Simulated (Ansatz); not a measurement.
S-phenylthianthrenium bistriflimide (C20H13F6NO4S4). Charge 0, multiplicity 1. Geometry PBE-D4/def2-SVP; atoms count from 1.

```tsv
atom	x (Å)	y (Å)	z (Å)
O1	-2.917	-0.335	0.863
S2	-2.565	-1.775	0.832
O3	-3.536	-2.785	0.374
N4	-1.102	-1.844	0.070
S5	-0.274	-3.250	-0.057
O6	-0.453	-4.175	1.081
O7	1.087	-2.899	-0.534
C8	-1.037	-4.173	-1.536
F9	-1.329	-3.315	-2.541
F10	-2.147	-4.811	-1.178
F11	-0.139	-5.060	-1.990
C12	-2.246	-2.190	2.679
F13	-3.038	-1.390	3.412
F14	-2.545	-3.459	2.941
F15	-0.969	-1.947	3.018
C16	2.539	-0.829	-3.360
C17	2.986	0.050	-2.357
C18	2.085	0.562	-1.416
C19	0.737	0.174	-1.504
S20	-0.505	0.740	-0.346
C21	-0.370	2.547	-0.533
C22	0.072	3.143	-1.724
C23	-0.045	4.531	-1.881
C24	-0.596	5.313	-0.853
C25	-1.016	4.717	0.343
C26	-0.916	3.322	0.512
S27	-1.515	2.590	2.015
C28	-0.257	1.366	2.304
C29	0.225	1.181	3.614
C30	1.201	0.211	3.870
C31	1.714	-0.576	2.826
C32	1.242	-0.414	1.518
C33	0.262	0.557	1.278
C34	0.273	-0.698	-2.497
C35	1.189	-1.199	-3.432
H36	3.258	-1.238	-4.085
H37	4.048	0.333	-2.302
H38	2.423	1.248	-0.625
H39	0.487	2.523	-2.531
H40	0.291	5.000	-2.817
H41	-0.686	6.402	-0.975
H42	-1.420	5.327	1.164
H43	-0.167	1.815	4.423
H44	1.566	0.070	4.898
H45	2.465	-1.353	3.031
H46	1.574	-1.087	0.713
H47	-0.778	-1.013	-2.505
H48	0.842	-1.905	-4.200
```

Single mean-field runs in def2-SVP are fitted with def2-universal-jkfit.

Estimate the Mulliken populations of the heavy atoms from the PBE0/def2-SVP orbitals of Ansatz.


```json
{"atom": "O1", "charge (e)": "-0.49"}
{"atom": "S2", "charge (e)": "0.81"}
{"atom": "O3", "charge (e)": "-0.45"}
{"atom": "N4", "charge (e)": "-0.64"}
{"atom": "S5", "charge (e)": "0.81"}
{"atom": "O6", "charge (e)": "-0.45"}
{"atom": "O7", "charge (e)": "-0.48"}
{"atom": "C8", "charge (e)": "0.54"}
{"atom": "F9", "charge (e)": "-0.19"}
{"atom": "F10", "charge (e)": "-0.14"}
{"atom": "F11", "charge (e)": "-0.17"}
{"atom": "C12", "charge (e)": "0.54"}
{"atom": "F13", "charge (e)": "-0.18"}
{"atom": "F14", "charge (e)": "-0.15"}
{"atom": "F15", "charge (e)": "-0.17"}
{"atom": "C16", "charge (e)": "0.01"}
{"atom": "C17", "charge (e)": "-0.03"}
{"atom": "C18", "charge (e)": "0.04"}
{"atom": "C19", "charge (e)": "-0.21"}
{"atom": "S20", "charge (e)": "0.39"}
{"atom": "C21", "charge (e)": "-0.08"}
{"atom": "C22", "charge (e)": "0.00"}
{"atom": "C23", "charge (e)": "-0.02"}
{"atom": "C24", "charge (e)": "0.00"}
{"atom": "C25", "charge (e)": "-0.01"}
{"atom": "C26", "charge (e)": "-0.07"}
{"atom": "S27", "charge (e)": "0.18"}
{"atom": "C28", "charge (e)": "-0.05"}
{"atom": "C29", "charge (e)": "-0.01"}
{"atom": "C30", "charge (e)": "0.01"}
{"atom": "C31", "charge (e)": "-0.01"}
{"atom": "C32", "charge (e)": "-0.01"}
{"atom": "C33", "charge (e)": "-0.08"}
{"atom": "C34", "charge (e)": "0.08"}
{"atom": "C35", "charge (e)": "-0.02"}
```
Mulliken values depend strongly on the basis.

And the Mayer bond orders between heavy atoms (over 0.3)?

O1–S2 1.62 (1.48 Å); S2–O3 1.69 (1.47 Å); S2–N4 1.03 (1.65 Å); S2–C12 0.70 (1.92 Å); N4–S5 1.07 (1.64 Å); S5–O6 1.67 (1.48 Å); S5–O7 1.59 (1.49 Å); S5–C8 0.71 (1.90 Å); C8–F9 1.06 (1.35 Å); C8–F10 1.14 (1.33 Å); C8–F11 1.11 (1.34 Å); C12–F13 1.11 (1.34 Å); C12–F14 1.13 (1.33 Å); C12–F15 1.08 (1.34 Å); C16–C17 1.38 (1.41 Å); C16–C35 1.40 (1.40 Å); C17–C18 1.42 (1.40 Å); C18–C19 1.35 (1.41 Å); C19–S20 0.98 (1.79 Å); C19–C34 1.38 (1.40 Å); S20–C21 0.87 (1.82 Å); S20–C33 0.89 (1.81 Å); C21–C22 1.43 (1.40 Å); C21–C26 1.39 (1.41 Å); C22–C23 1.40 (1.40 Å); C23–C24 1.38 (1.40 Å); C24–C25 1.41 (1.40 Å); C25–C26 1.41 (1.41 Å); C26–S27 1.04 (1.78 Å); S27–C28 1.03 (1.78 Å); C28–C29 1.41 (1.41 Å); C28–C33 1.40 (1.41 Å); C29–C30 1.41 (1.40 Å); C30–C31 1.37 (1.40 Å); C31–C32 1.40 (1.40 Å); C32–C33 1.43 (1.40 Å); C34–C35 1.40 (1.40 Å).
